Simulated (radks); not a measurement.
Results of a calculation; reference values are marked as such.
Numerical settings for the dysprosium ion Dy+, [Xe] 4f10 6s1. Code: a radial shooting solver on a logarithmic mesh with Libxc functionals. Model: scalar-relativistic Kohn-Sham, r2SCAN, spin-polarised, spherical densities, finite nucleus; open shells are filled with parallel spins first (spin-orbit coupling, left out, can overturn this in heavy ions); meta-GGA in the generalised Kohn-Sham scheme; Fermi nuclear charge, rms radius 5.2218 fm. The defaults (mesh step 0.008 in ln r, mesh end at 40 bohr or more with all orbitals vanishing there, Anderson mixing 0.5 over 9 steps, residual threshold near 1e-9 with the energy settled to 1e-9 hartree or 1e-11 of itself, here a cap of 53 iterations) give E = -12157.340 hartree and 4f at -6.941 eV in 17 iterations. Run on one thread of a shared host, so times are rough (Arm Neoverse V1): 0.34 s of CPU time, 0.34 s wall, 17 iterations on 2360 mesh points. Changes against that run (0 stands for a change within the tolerance of the run):

setting,iterations,converged,E (mhartree),e(4f) (meV),CPU (s)
mesh step in ln r 0.012,17,yes,-0.00148,0,0.24
mesh step in ln r 0.003,18,yes,0,+0.0323,0.92
mesh step in ln r 0.02,17,yes,-0.0312,0,0.15
mesh end (bohr) 20,17,yes,0,0,0.33
mesh end (bohr) 5,13,yes,+111,+1.75e+03,0.26
residual threshold 1e-05,14,yes,0,+0.886,0.3
residual threshold 0.001,12,yes,-0.00139,+6.13,0.26
mixing 1,19,no,diverged,-,0.42
"linear mixing, mixing 0.2",53,no,+0.0077,+0.235,0.87
"linear mixing, mixing 0.8",53,no,+4.17e+04,-2.8e+05,1.9
mixing history 2,21,yes,0,0,0.4
iteration cap 5,5,no,+18.3,+1.65e+03,0.12

Settings that end as converged yet miss the energy by more than 1 mhartree: mesh end (bohr) 5 (+0.111 hartree). A mesh that ends early acts as a hard wall.
